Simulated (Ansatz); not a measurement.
C3H10NTa, SMILES `[CH3][Ta]([CH3])([CH3])=[NH]`. Total charge 0; spin multiplicity 1. Ta: def2 effective core potential. All single points use the PBE0-D4/def2-TZVP geometry. It is one conformer, not always the lowest.

```xyz
15

C    -1.421   -1.467    0.483
Ta    0.022    0.126    0.245
C     1.986   -0.633   -0.253
C    -0.649    1.615   -1.173
N     0.163    0.929    1.806
H    -2.399   -1.091    0.801
H    -1.556   -1.998   -0.471
H    -1.099   -2.199    1.232
H     2.356   -1.338    0.499
H     2.725    0.171   -0.332
H     1.952   -1.156   -1.220
H    -1.628    2.025   -0.899
H    -0.739    1.168   -2.173
H     0.045    2.460   -1.242
H     0.244    1.388    2.697
```

(1) What is the dipole moment at r2SCAN/def2-TZVPP? (An estimate is asked.)

(2) And with PBE, B3LYP, ωB97M-V? (An estimate is asked.)

(3) Give the Mulliken charges with r2SCAN, ωB97M-V, PBE in def2-TZVPP. (An estimate is asked.)

Answers

(1) Computed: 0.85 D, with components (-0.07, -0.39, -0.76) D in this frame, pointing from negative to positive charge.

(2) Computed: PBE 0.72 D, B3LYP 0.83 D, ωB97M-V 0.85 D.

(3) Ansatz gave: 
```json
{"atom": "C1", "r2SCAN": "-0.45", "ωB97M-V": "-0.59", "PBE": "-0.47"}
{"atom": "Ta2", "r2SCAN": "0.96", "ωB97M-V": "0.94", "PBE": "0.74"}
{"atom": "C3", "r2SCAN": "-0.45", "ωB97M-V": "-0.59", "PBE": "-0.47"}
{"atom": "C4", "r2SCAN": "-0.45", "ωB97M-V": "-0.59", "PBE": "-0.47"}
{"atom": "N5", "r2SCAN": "-0.45", "ωB97M-V": "-0.38", "PBE": "-0.38"}
{"atom": "H6", "r2SCAN": "0.08", "ωB97M-V": "0.13", "PBE": "0.10"}
{"atom": "H7", "r2SCAN": "0.07", "ωB97M-V": "0.11", "PBE": "0.09"}
{"atom": "H8", "r2SCAN": "0.08", "ωB97M-V": "0.13", "PBE": "0.10"}
{"atom": "H9", "r2SCAN": "0.08", "ωB97M-V": "0.13", "PBE": "0.10"}
{"atom": "H10", "r2SCAN": "0.08", "ωB97M-V": "0.13", "PBE": "0.10"}
{"atom": "H11", "r2SCAN": "0.07", "ωB97M-V": "0.11", "PBE": "0.09"}
{"atom": "H12", "r2SCAN": "0.08", "ωB97M-V": "0.13", "PBE": "0.10"}
{"atom": "H13", "r2SCAN": "0.07", "ωB97M-V": "0.11", "PBE": "0.09"}
{"atom": "H14", "r2SCAN": "0.08", "ωB97M-V": "0.13", "PBE": "0.10"}
{"atom": "H15", "r2SCAN": "0.15", "ωB97M-V": "0.11", "PBE": "0.16"}
```

B3LYP here is the variant with VWN-RPA as its local correlation; programs differ in this.
